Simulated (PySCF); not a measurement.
An unknown is described by computed data only.

Formula: C5H3OPS.

| Item | Value |
| --- | --- |
| Rotational structure | rotational constants A, B, C: 4.091, 0.847, 0.702 GHz [GFN2-xTB] |
| 13C NMR | chemical shifts (computed TMS as zero) by class: 236.3 (1 C), 136.8 (1 C), 135.9 (1 C), 133.8 (1 C), 118.4 (1 C) ppm [GIAO PBE0/pcSseg-1] |
| Triplet | lowest triplet excitation (Tamm–Dancoff): 2.14 eV [TDA B3LYP/def2-SVPD] |
| Dipole | 1.39 D [B3LYP/def2-SVPD] |
| Polarisability | 104.6 au [B3LYP/def2-SVPD] |
| UV, first state | lowest singlet excitation: 2.46 eV (504 nm, f = 0.001) [TDDFT B3LYP/def2-SVPD] |

The electronic properties come from PySCF, for the isolated species, density fitting. Levels stand in brackets. Isolated species at its GFN2-xTB geometry (one conformer only). NMR classes are plain means over equivalent atoms (diastereotopic ones count apart unless rotation or inversion swaps them), as if these changed places fast.

Q: Propose a structure and show how it fits.

A: Numbering: `[O:1]=[C:2]=[P:3][c:4]1[cH:5][cH:6][s:7][cH:8]1`. 5 carbons fall into 5 classes; from least to most shielded: central carbon of cumulated double bonds [C2] (236.3 ppm), aromatic CH next to a ring sulfur [C8] (136.8 ppm), aromatic CH next to a ring sulfur [C6] (135.9 ppm), aromatic CH carbon [C5] (133.8 ppm), substituted aromatic carbon [C4] (118.4 ppm). S1 is mainly HOMO→LUMO (weight 0.98); the largest Löwdin shares of the orbital it empties are 0.30 on the phosphorus bonded to 2 C, 0.19 on the central carbon of cumulated double bonds, 0.13 on the oxygen bonded to C and 0.11 on the substituted aromatic carbon, of the orbital it fills 0.38 on the central carbon of cumulated double bonds, 0.29 on the oxygen bonded to C, 0.21 on the phosphorus bonded to 2 C and 0.08 on the substituted aromatic carbon. The optimised geometry has point group Cs and is an asymmetric top. Structure: `c1cscc1P=C=O`. Computed isomers that give other values at the same levels: `O=C=Pc1cccs1` (13C chemical shifts (computed TMS as zero) by class: 238.1 (1 C), 142.6 (1 C), 136.6 (1 C), 133.3 (1 C), 124.8 (1 C) ppm). The assignments are read from this structure; whether some other isomer fits the data as well wasn't checked.

Conformer computed: `[O:1]=[C:2]=[P:3][c:4]1[cH:5][cH:6][s:7][cH:8]1`: C2–P3–C4–C5 1°.
